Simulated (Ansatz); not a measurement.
A nudged elastic band was laid between two geometries of C2H7BF2O (13 atoms, charge 0, multiplicity 1).

Method: Ansatz, RKS PBE/def2-SVP.

```yaml
movable_images: 7
climbing_image: yes
spring: 5.0 eV/Å²
optimiser: quadratic models (default)
start_path: through a guess of the saddle point
force_threshold: 0.05 eV/Å
iteration_limit: 60
end_points: relaxed
```

First end point:

```xyz
13
Properties=species:S:1:pos:R:3
B -0.653 0.843 0.551
C 0.042 -0.566 0.814
C 0.271 -1.438 -0.428
F -1.726 0.886 -0.315
F -0.738 1.739 1.572
H 0.851 1.035 -1.185
O 0.575 1.718 -0.538
H -0.629 -1.106 1.520
H 0.990 -0.417 1.374
H 0.686 -2.437 -0.181
H -0.671 -1.598 -0.991
H 1.000 -0.985 -1.142
H 0.002 2.325 -1.051
```

Last end point:

```xyz
13
Properties=species:S:1:pos:R:3
B -1.197 1.809 0.219
C 0.906 -0.751 0.538
C 0.313 -1.722 -0.483
F -1.860 1.033 -0.651
F -1.517 1.728 1.508
H 1.182 0.220 0.074
O -0.230 2.673 -0.176
H 0.192 -0.529 1.358
H 1.826 -1.154 1.009
H 0.045 -2.692 -0.016
H -0.610 -1.311 -0.939
H 1.025 -1.940 -1.306
H -0.077 2.635 -1.137
```

Which bonds break or form, and what moves?

Bonds broken: B1–C2, H6–O7. Bonds formed: B1–O7, C2–H6. C2H7BF2O becomes BF2HO + C2H6.

Give the energies along the band, and the barrier.

The run converged. The highest image is number 3 of 0 to 8, 23.7 kcal/mol above the first end and 48.0 kcal/mol above the last; the last end lies 24.4 kcal/mol below the first. A vibrational analysis at the climbing image gives one clearly imaginary mode, 1199i cm⁻¹: a first-order saddle point. The orbitals stay closed-shell, which can raise the energy where a bond breaks towards radicals; this wasn't checked here.

```tsv
image	path coordinate (Å)	energy (kcal/mol)	B1–C2 (Å)	H6–O7 (Å)	B1–O7 (Å)
0	0.00	0.0	1.59	0.98	1.86
1	0.75	0.4	1.60	0.98	1.88
2	1.50	4.3	1.62	0.98	1.80
3	2.25	23.7	1.80	1.25	1.57
4	2.86	-3.9	2.25	1.76	1.40
5	3.47	-19.4	2.71	2.13	1.36
6	4.09	-23.4	3.06	2.43	1.36
7	4.70	-24.2	3.30	2.67	1.36
8	5.31	-24.4	3.33	2.84	1.36
```

What is the geometry of the highest image?


```xyz
13
Properties=species:S:1:pos:R:3
B -0.696 1.065 0.366
C 0.298 -0.422 0.594
C 0.223 -1.471 -0.520
F -1.703 0.785 -0.515
F -1.051 1.581 1.571
H 0.710 0.807 0.016
O 0.401 1.973 -0.305
H -0.319 -0.706 1.472
H 1.322 -0.366 1.037
H 0.532 -2.475 -0.164
H -0.809 -1.552 -0.912
H 0.881 -1.214 -1.376
H 0.211 1.995 -1.265
```

What are the harmonic wavenumbers there?

1199i, 61, 166, 198, 304, 325, 352, 415, 470, 548, 634, 672, 861, 926, 943, 962, 1036, 1051, 1166, 1215, 1270, 1327, 1359, 1391, 1423, 1431, 1914, 2949, 2974, 3026, 3053, 3078, 3688 cm⁻¹.

The band took 11 iterations and roughly 10 core-minutes.

The run took 2.7 min on 4 threads of Arm Neoverse N1, on a shared host, peak memory 0.17 GiB.
